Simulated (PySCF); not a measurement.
PbS, SMILES [S]=[Pb] (connectivity only; charge and spin as stated), neutral, multiplicity 1. Heavy atoms are numbered as in [Pb:1]=[S:2].

Geometry optimised at PBE0-D3(BJ)/def2-TZVP. The def2 effective core potentials stand for the cores of Pb; spin–orbit coupling is left out.

All values below come from PySCF with ωB97X/def2-TZVPD.

Mulliken values depend strongly on the basis, most of all with diffuse functions as here. ESP charges are fitted to the potential on shells at 1.4 to 2.0 van der Waals radii. Atomic charges (e), one atom of each kind:

```csv
atom,ESP fit,Mulliken
Pb1,…,0.59
S2,…,-0.59
```

Problem. Fill in the missing entries. (An estimate is asked for; the answer gives what the named calculation found.)

Solution. 
- Pb1, ESP fit: 0.43
- S2, ESP fit: -0.43
